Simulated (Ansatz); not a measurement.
A nudged elastic band was laid between two geometries of C3H7FOSi (13 atoms, charge 0, multiplicity 1).

Level of theory: RKS BLYP-D4/6-31G* in Ansatz 0.2.0.

```
movable images  : 7
climbing image  : yes
spring          : 5.0 eV/Å²
optimiser       : quadratic models (default)
start path      : through a guess of the saddle point
force threshold : 0.05 eV/Å
iteration limit : 60
end points      : relaxed
```

Image 0:

```xyz
13
Properties=species:S:1:pos:R:3
C -0.286 -1.971 0.096
C 0.382 -0.769 -0.553
O 1.518 -0.786 -1.024
C -0.414 0.538 -0.573
F -1.728 0.352 -0.057
Si 0.458 1.874 0.521
H 0.382 -2.840 0.034
H -0.521 -1.749 1.152
H -1.249 -2.187 -0.395
H -0.498 0.885 -1.619
H 0.695 1.272 1.867
H 1.750 2.304 -0.088
H -0.467 3.040 0.652
```

Image 8:

```xyz
13
Properties=species:S:1:pos:R:3
C -0.265 -1.969 0.140
C 0.463 -0.781 -0.469
O 1.651 -0.795 -0.790
C -0.342 0.508 -0.645
F -1.710 0.315 -0.300
Si 0.356 1.900 0.501
H -1.145 -2.233 -0.472
H 0.421 -2.823 0.213
H -0.652 -1.706 1.140
H -0.292 0.815 -1.706
H 0.416 1.353 1.889
H 1.713 2.330 0.054
H -0.594 3.052 0.459
```

Question: What changes between the two ends?

Answer: No bond is made or broken. The dihedral H7–C1–C2–O3 goes from -2 to -123°. The two ends are copies of one structure, up to a mirror image or an exchange of like atoms.

Question: What energy profile does the band end with?

Answer: The forces met the threshold. The highest image is number 6 of 0 to 8, 1.2 kcal/mol above the ends, which have the same energy within 2 meV. The profile has 2 maxima (images 2, 6) with wells between them (image 4): this band takes more than one step, which may be the mechanism or a detour left from its start path. A vibrational analysis at the climbing image gives one clearly imaginary mode, 136i cm⁻¹: a first-order saddle point.

```json
{"image": "0", "path coordinate (Å)": "0.00", "energy (kcal/mol)": "0.0", "dihedral H7–C1–C2–O3 (°)": "-2"}
{"image": "1", "path coordinate (Å)": "0.89", "energy (kcal/mol)": "0.5", "dihedral H7–C1–C2–O3 (°)": "24"}
{"image": "2", "path coordinate (Å)": "1.78", "energy (kcal/mol)": "1.2", "dihedral H7–C1–C2–O3 (°)": "55"}
{"image": "3", "path coordinate (Å)": "2.67", "energy (kcal/mol)": "0.6", "dihedral H7–C1–C2–O3 (°)": "88"}
{"image": "4", "path coordinate (Å)": "3.56", "energy (kcal/mol)": "0.0", "dihedral H7–C1–C2–O3 (°)": "118"}
{"image": "5", "path coordinate (Å)": "4.45", "energy (kcal/mol)": "0.5", "dihedral H7–C1–C2–O3 (°)": "147"}
{"image": "6", "path coordinate (Å)": "5.34", "energy (kcal/mol)": "1.2", "dihedral H7–C1–C2–O3 (°)": "177"}
{"image": "7", "path coordinate (Å)": "6.22", "energy (kcal/mol)": "0.6", "dihedral H7–C1–C2–O3 (°)": "-154"}
{"image": "8", "path coordinate (Å)": "7.10", "energy (kcal/mol)": "0.0", "dihedral H7–C1–C2–O3 (°)": "-123"}
```

Question: What is the geometry of the highest image?

Answer: 
```xyz
13
Properties=species:S:1:pos:R:3
C -0.322 -1.986 0.111
C 0.351 -0.766 -0.508
O 1.502 -0.788 -0.941
C -0.425 0.553 -0.567
F -1.752 0.425 -0.070
Si 0.480 1.890 0.500
H -1.327 -1.762 0.490
H -0.387 -2.779 -0.654
H 0.312 -2.371 0.927
H -0.484 0.875 -1.623
H 0.757 1.294 1.841
H 1.753 2.323 -0.146
H -0.440 3.057 0.655
```

The band took 17 iterations and of the order of 9 core-minutes.

The run took 4.8 min on 2 threads of Arm Neoverse V2, on a shared host, peak memory 0.15 GiB.
